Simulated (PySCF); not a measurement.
Geometries of 2 isomers of C3H5BF2O, from PBE0-D3(BJ)/def2-SVP geometry optimisation, gas phase (PySCF 2.14.0). One conformer each, no zero-point energy, no frequencies.

Question: Which is lower in electronic energy at this level?
A.
```xyz
12
angstrom
O     -0.450    1.080   -1.114
C     -1.229    0.687   -0.262
C     -0.752   -0.297    0.744
C      0.592   -0.810    0.236
B      1.174    0.310   -0.758
F      1.604   -0.054   -1.980
F      1.819    1.363   -0.209
H     -2.260    1.092   -0.249
H     -0.664    0.272    1.691
H     -1.529   -1.056    0.937
H      1.287   -1.003    1.065
H      0.456   -1.757   -0.307
```
B.
```xyz
12
angstrom
C      0.505   -1.236   -0.310
C      0.455    0.109   -0.252
O     -0.532    0.850    0.293
C     -1.608    0.177    0.879
B      1.615    0.971   -0.843
F      1.615    2.284   -0.771
F      2.642    0.393   -1.437
H     -0.269   -1.894    0.089
H      1.368   -1.705   -0.782
H     -2.288    0.943    1.274
H     -1.275   -0.474    1.708
H     -2.150   -0.443    0.142
```

Answer: A. That is `O=CCCB(F)F`, 24.3 kcal/mol below the other.

| SMILES | atoms numbered as above | E (Eh) | relative (kcal/mol) | relative (kJ/mol) | dipole (D) |
| --- | --- | --- | --- | --- | --- |
| O=CCCB(F)F | [O:1]=[CH:2][CH2:3][CH2:4][B:5]([F:6])[F:7] | -416.47074 | 0.0 | 0.0 | 5.52 |
| C=C(OC)B(F)F | [CH2:1]=[C:2]([O:3][CH3:4])[B:5]([F:6])[F:7] | -416.43196 | 24.3 | 101.8 | 2.66 |

As drawn, the lower has a C=O bond, which the higher lacks; the higher has a C=C bond outside aromatic rings, which the lower lacks.
